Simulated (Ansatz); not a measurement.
A made-up structure of CH$_{4}$OSn, closed shell:

C1  (-0.579, -0.364, -0.396)
O2  (-0.199, -1.089, 0.597)
Sn3  (0.515, 0.760, 0.019)
H4  (-0.155, -0.661, -1.387)
H5  (-1.512, 0.228, -0.218)
H6  (-0.052, 1.230, 1.569)
H7  (1.983, -0.103, -0.184)
(Å)

It is relaxed with PBE-D4/def2-SVP and then PBE0-D4/def2-TZVP (Ansatz 0.2.0). Atoms count as bonded within 1.22 times the sum of their covalent radii (H–H: 0.88 Å). The end point is not checked to be a true minimum.

Task: Does its bonding change? (A judgement: the text doesn't fix the answer.)

Result: Computed: No: no bond forms or breaks.

Where it ends: The first stage lowers the energy by 5.99 eV in 13 steps. It ends as CH₄OSn ([CH2]1[O][SnH2]1):
C1  (-0.825, -0.512, -0.569)
O2  (-0.293, -1.074, 0.477)
Sn3  (0.738, 0.862, 0.201)
H4  (-0.556, -0.862, -1.574)
H5  (-1.813, -0.039, -0.492)
H6  (0.433, 1.430, 1.790)
H7  (2.317, 0.196, 0.167)
(Å)

Labels in which every atom is bracketed show which atoms are joined, not bond orders.

For scale, one of the runs: PBE0-D4/def2-TZVP relaxation, 136 basis functions, launched by `ansatz run in.yaml --threads 2 --pin off --events-out ev --progress --plain --max-ram 4352MiB`. Hardware: 2 CPU threads of an Arm Neoverse V2, shared host. Wall time about 29 s.
